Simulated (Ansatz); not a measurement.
The first iterations of a band of BrH + ClFGeH2 (7 atoms, charge 0, multiplicity 1).

Method: RKS B3LYP/def2-SVP (Ansatz).

- movable images: 5
- climbing image: yes
- spring: 5.0 eV/Å²
- optimiser: quadratic models (default)
- start path: through a guess of the saddle point
- force threshold: 0.05 eV/Å
- iteration limit: 60
- end points: relaxed

First end point:

```xyz
7
Properties=species:S:1:pos:R:3
Ge 0.380 0.061 -0.110
Cl 0.235 0.376 2.038
H 1.813 -0.378 -0.426
F 0.138 1.617 -0.850
H -0.775 -0.846 -0.542
Br -3.584 -0.569 1.715
H -2.284 -0.142 2.141
```

Last end point:

```xyz
7
Properties=species:S:1:pos:R:3
Ge -0.346 0.266 -0.354
Cl -0.182 -1.144 3.025
H 0.777 0.972 0.408
F -0.369 0.937 -1.962
H -0.292 -1.256 -0.507
Br -2.389 0.851 0.610
H -1.276 -0.508 2.746
```

| iteration | highest image above the first end (eV) | largest band force component (eV/Å) |
| --- | --- | --- |
| 1 | 2.507 | 6.501 |
| 2 | 1.558 | 3.111 |
| 3 | 1.279 | 1.056 |
| 4 | 1.279 | 0.812 |
| 5 | 1.188 | 0.509 |

Q: Does the band converge within its limit, and where does its top end?

A: The forces met the threshold. It ended after 16 iterations with the highest image 1.278 eV above the first end. A vibrational analysis at the climbing image gives one clearly imaginary mode, 408i cm⁻¹: a first-order saddle point. The orbitals stay closed-shell, which can raise the energy where a bond breaks towards radicals; this wasn't checked here.

The run took 2.5 min on 2 threads of Intel(R) Xeon(R) 6975P-C (Granite Rapids), with other jobs on the host, peak memory 0.31 GiB.
